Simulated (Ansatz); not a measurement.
```yaml
crystal:
  periodic: [false, false, false]
  atoms:
    - {symbol: Mo, position_ang: [0.538075, 0.000745, 0.370950]}
    - {symbol: O, position_ang: [0.481739, 0.004022, 2.051472]}
    - {symbol: O, position_ang: [2.088826, -0.000472, -0.279061]}
    - {symbol: N, position_ang: [-0.358306, 1.591808, -0.250299]}
    - {symbol: H, position_ang: [-0.121511, 2.082939, -1.107327]}
    - {symbol: H, position_ang: [-1.074549, 2.085193, 0.274453]}
    - {symbol: N, position_ang: [-0.358300, -1.592796, -0.243928]}
    - {symbol: H, position_ang: [-1.074203, -2.084372, 0.282975]}
    - {symbol: H, position_ang: [-0.121771, -2.087067, -1.099225]}
basis:
  gaussian: {orbitals: def2-SVP}
hamiltonian: {xc: {name: HF}}
correlation: {method: rpa, electrons: all}
```

```sh
$ ansatz run in.yaml --threads 2 --pin off --events-out ev --progress --plain --max-ram 4352MiB
```

It prints (some lines left out):

```
Functional definition: HF
1079 factors; integrals over basis functions are off by at most 1.1e-3 eV
mean field evaluation 1: about -8921.5486 eV, gradient 7.7e1 eV
mean field evaluation 2: about -8921.7217 eV, gradient 7.7e1 eV
mean field evaluation 4: about -8933.1754 eV, gradient 1.1e1 eV
mean field evaluation 8: about -8933.4718 eV, gradient 1.2e0 eV
mean field evaluation 16: about -8933.4760 eV, gradient 2.3e-6 eV
mean field -8933.47602876 eV, -328.2991887293 hartree, gradient 2.3e-6 eV, S^2 0.000000; 0 other end points of the search recorded, 0 dependent functions left out
reference -8933.47602876 eV, -328.2991887293 hartree; 24, 24 occupied and 83, 83 virtual orbitals, 1079 factors
Total energy: -8965.73752910 eV, -329.4847769994 hartree
```

Run time 1.9 s (2 threads of Arm Neoverse V1 on a shared host).

In the def2 sets Mo takes a core potential; there is no spin–orbit coupling. Correlated methods freeze no core orbitals; core or outer-core shells of Mo are correlated, in sets that lack core-valence functions.
